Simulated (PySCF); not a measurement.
# Electronic structure of Pt⁺ (platinum, charge +1) at the UHF level

Configuration: [Xe] 4f14 5d9, 2D determinant. All numbers are calculated (PySCF 2.14, scalar relativity through the core potential, in def2-SVP with the def2 core potential (60 electrons)).

```
Total energy                                                  : -118.114988 hartree
One-electron energy                                           : -203.1361 hartree
Hartree (Coulomb) energy                                      : 95.7186 hartree
Exchange energy                                               : -10.6975 hartree
⟨S²⟩                                                          : 0.8970
⟨L²⟩                                                          : 6.499
Sum of ⟨r⟩                                                    : 23.66 bohr
Sum of ⟨r²⟩                                                   : 39.47 bohr²
Traceless quadrupole moment −½Σ⟨3z² − r²⟩ along its main axis : -0.593 e·bohr²
Time after the integrals                                      : 0.1 s of wall time on 1 thread of Neoverse-V2 (shared host)
```

| shell | electrons | mean orbital energy (eV) | spread (eV) | rms radius, mean of both spins (bohr) |
| --- | --- | --- | --- | --- |
| 5s α | 1 | -129.78 | 0 | 1.04 |
| 5s β | 1 | -128.30 | 0 | 1.04 |
| 5p α | 3 | -78.501 | 1.571 | 1.20 |
| 5p β | 3 | -76.468 | 1.068 | 1.20 |
| 5d α | 5 | -20.145 | 2.089 | 1.78 |
| 5d β | 4 | -19.207 | 0.924 | 1.78 |

Energies and moments cover only the electrons outside the core potential. Spin-orbit coupling, absent here, splits the open shell strongly. ⟨S²⟩ = 0.90 against 0.75 shows spin contamination.
